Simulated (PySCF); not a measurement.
C5H14NSi, charge +2, doublet, at a GFN2-xTB geometry of the parent state (a state made from the parent by changing its charge; the spin is typed, not shown lowest); DF-B3LYP/6-31G run with PySCF.

Input for PySCF:
```python
from pyscf import gto, scf, dft

mol = gto.Mole()
mol.atom = '''
    C     1.926319   -0.484117    1.035644
    N     1.170869    0.074577    0.028461
    C     1.924257    0.476404   -1.135008
    Si   -0.576743   -0.015908    0.033241
    C    -1.250230    1.216673   -1.252876
    C    -1.186991    0.459722    1.775564
    C    -1.205305   -1.775641   -0.386387
    H     1.429950   -0.749988    1.944652
    H     2.984350   -0.309867    1.034691
    H     2.747855    1.130786   -0.838895
    H     1.283566    1.010938   -1.829038
    H     2.349555   -0.391901   -1.647779
    H    -0.818400    2.205887   -1.138130
    H    -1.068901    0.885944   -2.270562
    H    -2.324341    1.316771   -1.136714
    H    -0.986022   -0.327449    2.494708
    H    -2.259074    0.628916    1.774923
    H    -0.709847    1.365349    2.137048
    H    -0.948864   -2.062525   -1.402616
    H    -0.765578   -2.512255    0.279892
    H    -2.284223   -1.848183   -0.288406
'''
mol.basis = '6-31g'
mol.charge = 2
mol.spin = 1
mol.verbose = 4
mol.build()

mf = dft.UKS(mol)
mf.xc = 'b3lyp'
mf = mf.density_fit(auxbasis='def2-universal-jkfit')
mf.kernel()
```

### Question
Write the output that PySCF gives for this input, abridged.

### Answer

```
PySCF version 2.14.0

[INPUT] verbose = 4
[INPUT] num. atoms = 21
[INPUT] num. electrons = 63
[INPUT] charge = 2
[INPUT] spin (= nelec alpha-beta = 2S) = 1
[INPUT] symmetry False subgroup None
[INPUT] Mole.unit = angstrom
[INPUT] Symbol           X                Y                Z      unit          X                Y                Z       unit  Magmom
[INPUT]  1 C      1.926319000000  -0.484117000000   1.035644000000 AA    3.640215338546  -0.914848542246   1.957083522549 Bohr   0.0
[INPUT]  2 N      1.170869000000   0.074577000000   0.028461000000 AA    2.212621737743   0.140930105192   0.053783495231 Bohr   0.0
[INPUT]  3 C      1.924257000000   0.476404000000  -1.135008000000 AA    3.636318723277   0.900273084647  -2.144854269190 Bohr   0.0
[INPUT]  4 Si    -0.576743000000  -0.015908000000   0.033241000000 AA   -1.089886314260  -0.030061763190   0.062816386107 Bohr   0.0
[INPUT]  5 C     -1.250230000000   1.216673000000  -1.252876000000 AA   -2.362592292715   2.299178753153  -2.367592508041 Bohr   0.0
[INPUT]  6 C     -1.186991000000   0.459722000000   1.775564000000 AA   -2.243087902324   0.868748673437   3.355329676637 Bohr   0.0
[INPUT]  7 C     -1.205305000000  -1.775641000000  -0.386387000000 AA   -2.277696346569  -3.355475185549  -0.730165608092 Bohr   0.0
[INPUT]  8 H      1.429950000000  -0.749988000000   1.944652000000 AA    2.702213871822  -1.417271916710   3.674859687588 Bohr   0.0
[INPUT]  9 H      2.984350000000  -0.309867000000   1.034691000000 AA    5.639604159846  -0.585563765041   1.955282613552 Bohr   0.0
[INPUT] 10 H      2.747855000000   1.130786000000  -0.838895000000 AA    5.192693380017   2.136875845492  -1.585281797267 Bohr   0.0
[INPUT] 11 H      1.283566000000   1.010938000000  -1.829038000000 AA    2.425588202803   1.910395948916  -3.456380891422 Bohr   0.0
[INPUT] 12 H      2.349555000000  -0.391901000000  -1.647779000000 AA    4.440015464602  -0.740585557943  -3.113851023810 Bohr   0.0
[INPUT] 13 H     -0.818400000000   2.205887000000  -1.138130000000 AA   -1.546551860344   4.168522291738  -2.150753994151 Bohr   0.0
[INPUT] 14 H     -1.068901000000   0.885944000000  -2.270562000000 AA   -2.019930144274   1.674191521702  -4.290740328845 Bohr   0.0
[INPUT] 15 H     -2.324341000000   1.316771000000  -1.136714000000 AA   -4.392367910098   2.488336558770  -2.148078141959 Bohr   0.0
[INPUT] 16 H     -0.986022000000  -0.327449000000   2.494708000000 AA   -1.863311532796  -0.618788929763   4.714314880761 Bohr   0.0
[INPUT] 17 H     -2.259074000000   0.628916000000   1.774923000000 AA   -4.269031155126   1.188478995357   3.354118362191 Bohr   0.0
[INPUT] 18 H     -0.709847000000   1.365349000000   2.137048000000 AA   -1.341416420344   2.580135674449   4.038435435050 Bohr   0.0
[INPUT] 19 H     -0.948864000000  -2.062525000000  -1.402616000000 AA   -1.793093089459  -3.897607375069  -2.650560097933 Bohr   0.0
[INPUT] 20 H     -0.765578000000  -2.512255000000   0.279892000000 AA   -1.446732746992  -4.747473905069   0.528919224457 Bohr   0.0
[INPUT] 21 H     -2.284223000000  -1.848183000000  -0.288406000000 AA   -4.316555877432  -3.492559698077  -0.545008352681 Bohr   0.0

nuclear repulsion = 401.266969203852
number of shells = 65
number of NR pGTOs = 234
number of NR cGTOs = 95
basis = 6-31g
ecp = {}

******** <class 'pyscf.df.df_jk.DFUKS'> ********
method = DFUKS
initial guess = minao
damping factor = 0
level_shift factor = 0
DIIS = <class 'pyscf.scf.diis.CDIIS'>
diis_start_cycle = 1
diis_space = 8
diis_damp = 0
SCF conv_tol = 1e-09
SCF conv_tol_grad = None
SCF max_cycles = 50
direct_scf = False
number electrons alpha = 32  beta = 31
XC library pyscf.dft.libxc version 7.1.2
    S. Lehtola, C. Steigemann, M. J. T. Oliveira, and M. A. L. Marques,  SoftwareX 7, 1–5 (2018)
XC functionals = b3lyp
    P. J. Stephens, F. J. Devlin, C. F. Chabalowski, and M. J. Frisch,  J. Phys. Chem. 98, 11623 (1994)
radial grids:
    Treutler-Ahlrichs [JCP 102, 346 (1995); DOI:10.1063/1.469408] (M4) radial grids

becke partition: Becke, JCP 88, 2547 (1988); DOI:10.1063/1.454033
pruning grids: <function nwchem_prune>
grids dens level: 3
symmetrized grids: False
atomic radii adjust function: <function treutler_atomic_radii_adjust>
small_rho_cutoff = 0
Set gradient conv threshold to 3.16228e-05
tot grids = 240984
******** <class 'pyscf.df.df.DF'> ********
auxbasis = def2-universal-jkfit
init E= -543.485291584828

cycle= 1 E= -542.15698345469  delta_E= 1.33  |g|= 0.509  |ddm|= 2.72
cycle= 2 E= -540.273348449526  delta_E= 1.88  |g|= 1.51  |ddm|= 2.12
cycle= 3 E= -542.306638671544  delta_E= -2.03  |g|= 0.24  |ddm|= 1.79
cycle= 4 E= -542.349088511666  delta_E= -0.0424  |g|= 0.122  |ddm|= 0.45
cycle= 5 E= -542.354878820977  delta_E= -0.00579  |g|= 0.0793  |ddm|= 0.151
cycle= 6 E= -542.357563942672  delta_E= -0.00269  |g|= 0.0293  |ddm|= 0.0737
cycle= 7 E= -542.358136251861  delta_E= -0.000572  |g|= 0.015  |ddm|= 0.04
cycle= 8 E= -542.358316607011  delta_E= -0.00018  |g|= 0.00509  |ddm|= 0.0287
cycle= 9 E= -542.358341094995  delta_E= -2.45e-05  |g|= 0.00172  |ddm|= 0.0115
cycle= 10 E= -542.358346140793  delta_E= -5.05e-06  |g|= 0.00134  |ddm|= 0.0049
cycle= 11 E= -542.358349416527  delta_E= -3.28e-06  |g|= 0.000691  |ddm|= 0.00333
cycle= 12 E= -542.35835406227  delta_E= -4.65e-06  |g|= 0.000964  |ddm|= 0.00849
cycle= 13 E= -542.358355859282  delta_E= -1.8e-06  |g|= 0.000505  |ddm|= 0.00413
cycle= 14 E= -542.358356728658  delta_E= -8.69e-07  |g|= 0.00038  |ddm|= 0.00359
cycle= 15 E= -542.358357131236  delta_E= -4.03e-07  |g|= 0.000246  |ddm|= 0.00233
cycle= 16 E= -542.358357313286  delta_E= -1.82e-07  |g|= 0.000179  |ddm|= 0.00168
cycle= 17 E= -542.358357401216  delta_E= -8.79e-08  |g|= 0.000127  |ddm|= 0.00105
cycle= 18 E= -542.358357467735  delta_E= -6.65e-08  |g|= 3.66e-05  |ddm|= 0.0016
cycle= 19 E= -542.358357473011  delta_E= -5.28e-09  |g|= 2.42e-05  |ddm|= 0.000278
cycle= 20 E= -542.358357474538  delta_E= -1.53e-09  |g|= 1.15e-05  |ddm|= 0.00017
cycle= 21 E= -542.35835747506  delta_E= -5.22e-10  |g|= 2.84e-06  |ddm|= 0.000176
Extra cycle  E= -542.358357475071  delta_E= -1.02e-11  |g|= 3.07e-06  |ddm|= 7.96e-06
converged SCF energy = -542.358357475071  <S^2> = 0.75498723  2S+1 = 2.004981
```
